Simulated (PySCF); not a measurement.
The dipole of `CC(C)[SiH2]CCl` from its density and from atomic charges.

Coordinates (PBE0-D3(BJ)/def2-SVP, Å) and charges (e) from the PBE0/pcSseg-1 density (PySCF):

| atom | x | y | z | Mulliken | IAO | Hirshfeld | ESP-fitted |
| --- | --- | --- | --- | --- | --- | --- | --- |
| C1 | 0.384 | 2.329 | 0.371 | -0.2570 | -0.4042 | -0.1141 | -0.4156 |
| C2 | 0.592 | 1.022 | -0.393 | -0.6102 | -0.3664 | -0.1036 | +0.2617 |
| C3 | -0.507 | 0.005 | -0.082 | -0.2496 | -0.4040 | -0.1131 | -0.5262 |
| Si4 | 2.301 | 0.272 | -0.060 | +0.6846 | +0.7575 | +0.3237 | +0.3988 |
| C5 | 3.679 | 1.512 | -0.460 | -0.5220 | -0.5250 | -0.1264 | -0.5035 |
| Cl6 | 5.279 | 0.758 | -0.175 | -0.1582 | -0.0993 | -0.0748 | -0.1153 |
| H7 | -0.613 | 2.754 | 0.165 | +0.1217 | +0.1369 | +0.0399 | +0.1087 |
| H8 | 1.127 | 3.096 | 0.103 | +0.1205 | +0.1310 | +0.0388 | +0.0837 |
| H9 | 0.450 | 2.170 | 1.461 | +0.1198 | +0.1336 | +0.0389 | +0.1087 |
| H10 | 0.564 | 1.240 | -1.477 | +0.1475 | +0.1347 | +0.0358 | -0.0025 |
| H11 | -0.375 | -0.934 | -0.643 | +0.1254 | +0.1382 | +0.0413 | +0.1183 |
| H12 | -1.502 | 0.406 | -0.338 | +0.1206 | +0.1362 | +0.0397 | +0.1382 |
| H13 | -0.524 | -0.249 | 0.990 | +0.1176 | +0.1337 | +0.0389 | +0.1292 |
| H14 | 2.507 | -0.943 | -0.906 | -0.0633 | -0.1154 | -0.0796 | -0.1022 |
| H15 | 2.421 | -0.109 | 1.381 | -0.0586 | -0.1187 | -0.0798 | -0.0986 |
| H16 | 3.642 | 1.837 | -1.511 | +0.1787 | +0.1658 | +0.0475 | +0.2026 |
| H17 | 3.617 | 2.410 | 0.172 | +0.1825 | +0.1657 | +0.0466 | +0.2139 |

Compute μ = Σ q r for each scheme (1 e·Å = 4.803 D) and compare with the dipole of the full density.

The full density gives (-2.40, 1.19, -0.50) D, 2.73 D in size; dipole vectors point from the negative to the positive end.

```tsv
scheme	μx	μy	μz	size (D)	share of the full size (%)	angle to the full dipole (°)
Mulliken	-2.86	-0.28	0.55	2.92	107	38
IAO	-1.82	-0.11	-0.05	1.83	67	31
Hirshfeld	-1.21	0.37	-0.14	1.28	47	10
ESP-fitted	-2.44	1.23	-0.50	2.78	102	0
```

Which set comes closest?

Length of the difference vector: ESP-fitted 0.06 D, Hirshfeld 1.49 D, IAO 1.49 D, Mulliken 1.86 D. Closest: ESP-fitted. The schemes that divide the density aren't constrained to reproduce the dipole.

What is left for the Hirshfeld atoms' own dipoles?

The shares of the density sum to the whole, so what Σ q r misses lies in dipoles about the nuclei. The atomic dipoles sum to (-2.40, 1.19, -0.50) − (-1.21, 0.37, -0.14) = (-1.19, 0.82, -0.36) D, 1.49 D in size.

With the origin at the mean of the coordinates, (1.355, 1.034, -0.083) Å, which are the largest single terms, by size, of the Hirshfeld dipole along the direction of the full one?

Si4 -1.82, Cl6 +1.28, C5 +1.07, C1 -0.73, H14 +0.66 D; all 17 atoms together +1.26 D. The single terms depend on the origin, their sum doesn't.

Give the size of the full dipole in other units.

2.73 D = 1.073 au = 0.568 e·Å = 9.09 × 10⁻³⁰ C·m.

One conformer (not necessarily the lowest) at the PBE0-D3(BJ)/def2-SVP geometry, without solvent, vibrations or thermal averaging.

The run behind these numbers computed NMR shieldings as well. On Arm Neoverse N1, one thread, no GPU, shared host with 64 logical CPUs at a one-minute load of 60, this took 52 s wall (with the writing of density and orbital grids) and 0.81 GiB of memory at its peak.

Conformer computed: `[CH3:1][CH:2]([CH3:3])[SiH2:4][CH2:5][Cl:6]`: C1–C2–Si4–C5 -56°, C2–Si4–C5–Cl6 -179°.
